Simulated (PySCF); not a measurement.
Input of a run (PBE0-D3(BJ)/def2-SVP geometry optimisation, gas phase, def2 core potentials past Kr (PySCF 2.14.0)), started from GFN2-xTB:
```
{"job": {"xc": "PBE0", "basis": "def2-SVP", "d3": "d3bj", "grid": 1, "maxiter": 30, "shake": 0.03, "kind": "geom"}, "charge": -2, "multiplicity": 1}
W      0.061180    -0.077340     0.012670
O     -0.005780    -0.032260     1.797030
O      1.635900     0.004660    -0.637250
O     -0.757650     1.482830    -0.591630
O     -0.858800    -1.488370    -0.642950
```

Output (energies in Eh, forces in Eh/bohr):
```
step   0  E = -367.55057612  max force = 0.115314
step   1  E = -367.56081642  max force = 0.050146
step   2  E = -367.56326440  max force = 0.009945
step   3  E = -367.56347551  max force = 0.005744
step   4  E = -367.56355658  max force = 0.001050
step   5  E = -367.56355810  max force = 0.000599
step   6  E = -367.56356047  max force = 0.000197
optimisation converged
```

**Question.** Summarise the run.

**Answer.** The energy falls by 8.1 kcal/mol over 7 energy and gradient evaluations, the largest force component goes from 0.1153 to 2.0e-04 Eh/bohr, and the atoms move by 0.060 Å rms after alignment. The bond that changes most is W1–O3 (ends: tungsten bonded to 4 O; oxygen bonded to W), which lengthens by 0.086 Å. Bonds longer at the end by more than 0.005 Å: 2 of 4; shorter: 2. Among the angles that change most is O3–W1–O4, from 104.0° to 109.5°. The energy never rose by more than 1e-6 Eh on the way. The first step brought 79 % of the lowering.

**Question.** What are the final bond lengths?

**Answer.** W1–O2 1.792 Å, W1–O3 1.792 Å, W1–O4 1.792 Å, W1–O5 1.792 Å. Numbering counts from 1 in the input's order; the species is `[O]=[W-2](=[O])(=[O])=[O]` ([WO4]2-).

The run used 88 basis functions and 56 SCF cycles in all. On one thread of an Arm Neoverse V1, shared host with 32 logical CPUs at a one-minute load of 41, this took 28 s of wall time and 0.34 GiB of memory at its peak.

No PBE0-D3(BJ)/def2-SVP frequencies stand behind this structure, so it isn't proved a minimum. Whether so highly charged an anion holds all its electrons in the gas phase wasn't checked; a finite basis holds them in any case. No counter-ion or solvent screens the charge of this multiply charged ion.
